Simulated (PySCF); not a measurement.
# Stretching GeB

Set-up: basis Ge cc-pVDZ-PP with ECP10, B cc-pVDZ; scalar-relativistic core potentials; PySCF 2.14. Energies in eV from Ge + B in their ground configurations at the same level. State: ⁴Σ⁻ (quartet), unpaired electrons σ ↑, π ↑↑.

All columns are PBE0. A positive dipole means Ge(−)B(+).

```csv
R (Å),E (eV),μ (D),Mulliken charge on Ge (basis-dependent),HOMO (eV),LUMO (eV),Mayer bond order,⟨S²⟩
1.715,-2.338,-0.57,0.21,-6.40,-3.49,1.98,3.75
1.795,-2.815,-0.68,0.19,-6.45,-3.36,1.97,3.75
1.874,-3.076,-0.78,0.17,-6.49,-3.25,1.94,3.75
1.934,-3.167,-0.84,0.16,-6.51,-3.17,1.92,3.75
1.994,-3.190,-0.89,0.15,-6.49,-3.10,1.89,3.75
2.054,-3.161,-0.93,0.14,-6.37,-3.04,1.86,3.75
2.134,-3.065,-0.95,0.13,-6.23,-2.96,1.81,3.75
2.233,-2.884,-0.94,0.11,-6.08,-2.87,1.73,3.75
2.353,-2.618,-0.86,0.09,-5.92,-2.80,1.63,3.75
2.512,-2.237,-0.68,0.07,-5.73,-2.88,1.51,3.76
```

A fit through these points gives, at Re = 1.988 Å, μ = -0.89 D and dμ/dR = -0.739 D/Å; the reduced mass is 9.582 u.

**Question.** How strong is the fundamental in the double-harmonic approximation, I = 42.26·(dμ/dR)²/μred km/mol?

**Answer.** I = 42.26·(-0.739)²/9.582 = 2.41 km/mol at PBE0.

Spin–orbit coupling is left out. The state is the lowest determinant that a PBE0 search found; another state may lie lower at other levels.
